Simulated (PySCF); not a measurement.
All of these have the formula [C6H12P]+. Level of theory: TDDFT CAM-B3LYP/def2-SVPD, vertical, gas phase, core orbitals frozen in the response in PySCF. Geometries: GFN2-xTB; one conformer of each isolated species. Triplets are in the Tamm–Dancoff approximation. Ions are computed without counter-ions or solvent.

A. `CC1=C[P@@H+]1C(C)C`
B. `[PH2+](C(C)=C)C1CC1`
C. `CCC1=C[P+]1(C)C`
D. `C1(=C(CC[PH2+]1)C)C`

Lowest singlet levels (six at most, fewer where fewer were computed) with oscillator strengths:

1. 6.40 eV (f 0.019); 6.48 eV (f 0.005); 6.94 eV (f 0.062); 7.41 eV (f 0.197); 7.52 eV (f 0.041); 8.05 eV (f 0.037); T1 4.80 eV
2. 6.97 eV (f 0.280); 7.37 eV (f 0.029); 7.42 eV (f 0.001); 7.68 eV (f 0.001); 7.99 eV (f 0.013); 8.27 eV (f 0.018); T1 4.22 eV
3. 6.17 eV (f 0.018); 6.45 eV (f 0.305); 6.80 eV (f 0.002); 7.85 eV (f 0.001); 7.92 eV (f 0.015); 8.11 eV (f 0.015); T1 4.19 eV
4. 6.31 eV (f 0.005); 6.95 eV (f 0.005); 6.99 eV (f 0.126); 7.37 eV (f 0.003); 7.82 eV (f 0.225); 8.20 eV (f 0.051); T1 4.78 eV

Question: Which spectrum belongs to which structure?

Answer: 1 = A, 2 = B, 3 = D, 4 = C.
- A: S1 at 6.40 eV, HOMO→LUMO (66%), HOMO→LUMO+1 (23%); Löwdin shares by element: HOMO carbon 55% or more, phosphorus 14% (atoms not listed hold the other 31%); LUMO carbon 40% or more, phosphorus 29%, hydrogen 10% or more (atoms not listed hold the other 21%); HOMO -14.42 and LUMO -4.31 eV.
- B: S1 at 6.97 eV, HOMO→LUMO (94%); Löwdin shares by element: HOMO carbon 79% or more, phosphorus 4% (atoms not listed hold the other 16%); LUMO carbon 56% or more, phosphorus 16%, hydrogen 6% or more (atoms not listed hold the other 21%); HOMO -13.86 and LUMO -4.12 eV.
- C: S1 at 6.31 eV, HOMO-1→LUMO (96%); Löwdin shares by element: HOMO carbon 62% or more, phosphorus 8% (atoms not listed hold the other 30%); LUMO carbon 69% or more, phosphorus 7%, hydrogen 6% or more (atoms not listed hold the other 18%); HOMO -14.28 and LUMO -4.03 eV.
- D: S1 at 6.17 eV, HOMO→LUMO+1 (72%), HOMO→LUMO (24%); Löwdin shares by element: HOMO carbon 66% or more, phosphorus 6% (atoms not listed hold the other 29%); LUMO carbon 46% or more, phosphorus 19%, hydrogen 6% or more (atoms not listed hold the other 28%); HOMO -13.14 and LUMO -3.83 eV.
A and C have S1 within 0.09 eV of each other; their strongest listed levels stand at 7.41 eV (f 0.197) and 7.82 eV (f 0.225).
C and D have S1 within 0.15 eV of each other; their strongest listed levels stand at 7.82 eV (f 0.225) and 6.45 eV (f 0.305).
